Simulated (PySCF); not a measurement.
Q: What does the PBE0-D3(BJ)/def2-SVP structure of InChI=1S/C7H5F3O/c8-7(9,10)11-6-4-2-1-3-5-6/h1-5H look like in three dimensions?

A: 
```
atom  x, y, z in Å
F1     2.2324   -1.8683    0.3862
C2     2.5921   -0.5862    0.3646
F3     2.6203   -0.1604    1.6293
F4     3.8117   -0.4976   -0.1268
O5     1.7847    0.1600   -0.4074
C6     0.4155    0.1796   -0.2250
C7    -0.3000    0.7911   -1.2524
C8    -1.6860    0.8727   -1.1703
C9    -2.3571    0.3415   -0.0690
C10   -1.6272   -0.2642    0.9503
C11   -0.2365   -0.3491    0.8879
H12    0.2484    1.1935   -2.1056
H13   -2.2449    1.3520   -1.9772
H14   -3.4455    0.4003   -0.0057
H15   -2.1418   -0.6812    1.8189
H16    0.3173   -0.8192    1.6994
```

Orientation and origin are arbitrary. Atoms count from 1 in this order. All 6 C–C bonds measure 1.391 to 1.395 Å. Of the pairs four or more bonds apart, F3···H16 is among the closest relative to their van der Waals radii: 2.40 Å, 90 % of the sum of Bondi's values. The 6-membered ring C6–C7–C8–C9–C10–C11 has internal angles of 118.6° to 121.1° (sum 720°, against 720° for a flat polygon); it is planar, 0.00 Å rms from its mean plane, widest ring torsion 1°. The C–O distances run from 1.343 Å (C2–O5, drawn single) to 1.381 Å (O5–C6, drawn single), a spread of 0.038 Å.

Bonds between heavy atoms (Å): F1–C2 1.332, C2–F3 1.335, C2–F4 1.318, C2–O5 1.343, O5–C6 1.381, C6–C7 1.393, C7–C8 1.391, C8–C9 1.395, C9–C10 1.392, C10–C11 1.395, C6–C11 1.394.

Theory: PBE0-D3(BJ)/def2-SVP geometry optimisation, gas phase (PySCF).

Point group: C1 (no symmetry element, even within 0.4 Å). Whether it is a minimum is left open (no frequencies). The numbers are those of one conformer (C2–O5–C6–C7 -168°).
